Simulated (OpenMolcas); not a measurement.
**O2+: RASPT2 settings compared**

| Property | Result |
| --- | --- |
| Program | OpenMolcas |
| Basis | ANO-R2 [4s4p2d1f] |
| Scalar Hamiltonian | X2C, finite nucleus |
| Active space | 4 electrons in 9 orbitals (RAS2 2s 2p; RAS3 3d, at most 2 electrons) |
| State averaging | 2S+1 = 3 even, 3 roots; 2S+1 = 1 even, 6 roots kept (CI in the orbitals of an earlier block); 2S+1 = 3 odd, 9 roots; 2S+1 = 5 odd, 1 root kept (CI in the orbitals of an earlier block); 2S+1 = 1 odd, 5 roots kept (CI in the orbitals of an earlier block) |
| Spin-orbit coupling | state interaction with AMFI integrals over the reference wave functions, term energies averaged over their components |

Methods on the same reference wave functions:
A. RASSCF
B. SS-RASPT2, IPEA 0.5 Eh, no level shift (closed shells correlated: 1s)
C. XMS-RASPT2, IPEA 0.3 Eh, imaginary shift 0.5 Eh (closed shells correlated: none)
D. XMS-RASPT2, IPEA 0.15 Eh, sigma2 regulariser 0.4 Eh (closed shells correlated: none)

Energies in cm⁻¹ above 2s² 2p² ³P₀, the measured ground level; measured values from Moore, Selected Tables of Atomic Spectra, NSRDS-NBS 3, section 11.

```tsv
Level	A	B	C	D	Measured
2s² 2p² ³P₀	0.0	0.0	0.0	0.0	0.0
2s² 2p² ³P₁	105	105	105	105	113
2s² 2p² ³P₂	311	311	311	311	
2s² 2p² ¹D₂	22605	20920	20820	20820	20273
2s² 2p² ¹S₀	47798	44030	44020	43940	43186
2s 2p³ ⁵S°₂	58083	58470	58710	58670	60325
2s 2p³ ³D°₁	122313	120010	120320	120280	
2s 2p³ ³D°₂	122313	120010	120320	120280	
2s 2p³ ³D°₃	122315	120020	120320	120280	
2s 2p³ ³P°₀	147159	143100	143490	143350	
2s 2p³ ³P°₁	147160	143100	143490	143350	
2s 2p³ ³P°₂	147160	143100	143490	143350
```

Deviations, from unrounded energies. A percentage is the sum of absolute deviations over the sum of measured energies, with the sign that they share, or ± where signs differ.

```tsv
Against measurement	Levels	A	B	C	D
mean absolute deviation (cm-1)	4	2300	840	750	740
fine structure of the ground term (%)	1	-7.0	-6.9	-6.9	-6.9
other terms of the ground configuration (%)	2	+10.9	+2.4	+2.2	+2.0
other configurations (%)	1	-3.7	-3.1	-2.7	-2.7
```

C, D lie about equally close to measurement and A furthest from it. The largest miss of D in the table is 2s 2p³ ⁵S°₂, by -1700 cm-1. The ranking rests on the paired levels alone, and a cruder setting can come out closer through cancelling errors.

Among B to D the level of the table that moves most is 2s 2p³ ³P°₁, by 390 cm-1 (lowest in B, highest in C). Moves below CASPT2's spread within the term are not significant.

The two smallest mean deviations differ by little beside CASPT2's spread within terms, so their order carries little weight.

From A to B the spin-free energies of the other terms of 2s² 2p² shown, above ³P, scale by a factor of 0.92.

The lowest spin-free term lies below A's lowest term by 0.035 hartree in B, 0.026 hartree in C, 0.026 hartree in D.

CASPT2 does not keep the components of a term degenerate, so their means are used; among the terms shown or strongly mixed into the levels shown the widest spread is 47 cm-1 (2s 2p³ ³D°, C). Terms from blocks run as CI alone lack orbitals of their own. Active for correlation alone: 3d; no level in the range computed is led by a configuration that fills it, so any true level of that kind is missing. Computed and measured levels are paired by configuration, term and J; levels that our copy of the source lacks, or whose pairing is in doubt (as where it misses far off the trend of its configuration), stay unpaired and out of the deviations. Levels of configurations outside the active space are missing. Levels that lie high or do not pair safely by name in every column are left out.

° marks odd parity.
